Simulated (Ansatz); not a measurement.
Ga4Sb4H14, a cluster cut from wurtzite GaSb (hydrogen-capped). The state is a triplet with charge 0. Geometry PBE-D4/def2-SVP, that of the neutral singlet; atoms count from 1.

```xyz
22

Ga    2.447    1.339    1.222
Sb    0.622    2.536   -0.465
Ga    1.444   -2.488   -1.001
Sb    1.300   -1.082    1.274
Sb   -0.289   -0.925   -2.472
Ga   -1.499    1.244   -1.468
Ga   -1.028   -1.234    2.589
Sb   -2.526    0.213    0.781
H     3.774    1.336    0.368
H     2.228    2.116    2.577
H     1.347    3.278   -1.834
H    -0.038    3.983    0.182
H     2.824   -2.270   -1.735
H     0.671   -3.860   -0.887
H     2.358   -1.960    2.308
H     0.390   -0.376   -3.950
H    -1.563   -1.822   -3.193
H    -2.469    2.048   -2.415
H    -1.035   -0.313    3.870
H    -1.659   -2.678    2.493
H    -3.363    1.529    1.499
H    -3.935   -0.616    0.256
```

In the def2 sets Sb takes a core potential; there is no spin–orbit coupling. Single mean-field runs in def2-TZVP are fitted with def2-universal-jkfit. At PBE0-D4/def2-TZVP a singlet of charge 0 lies 4.45 eV below the triplet at the same geometry.

(1) Estimate the Mulliken populations from the PBE0/def2-TZVP orbitals of Ansatz.

(2) Where does the spin sit?

(3) And the Mayer bond orders between heavy atoms (over 0.3)?

Answers

(1) 
```csv
atom,charge (e),spin (α − β)
Ga1,0.12,0.08
Sb2,-0.04,0.80
Ga3,0.11,0.03
Sb4,-0.18,0.06
Sb5,-0.02,0.11
Ga6,0.11,0.24
Ga7,0.11,0.03
Sb8,-0.02,0.10
H9,-0.02,0.06
H10,-0.02,0.06
H11,-0.01,0.12
H12,-0.01,0.12
H13,-0.05,0.00
H14,-0.04,0.02
H15,0.03,-0.01
H16,0.04,-0.01
H17,0.00,0.09
H18,-0.02,-0.01
H19,-0.05,0.00
H20,-0.05,0.02
H21,0.04,-0.01
H22,0.00,0.09
```
Mulliken values depend strongly on the basis.

(2) Summed by element: Ga 0.37, Sb 1.08, H 0.55, of 2 unpaired in all. Largest on single atoms: Sb2 0.80, Ga6 0.24, H12 0.12.

(3) Ga1–Sb2 0.58 (2.76 Å); Ga1–Sb4 0.73 (2.68 Å); Sb2–Ga6 0.69 (2.68 Å); Ga3–Sb4 0.72 (2.68 Å); Ga3–Sb5 0.58 (2.76 Å); Sb4–Ga7 0.72 (2.68 Å); Sb5–Ga6 0.74 (2.68 Å); Ga6–Sb8 0.74 (2.68 Å); Ga7–Sb8 0.58 (2.76 Å).
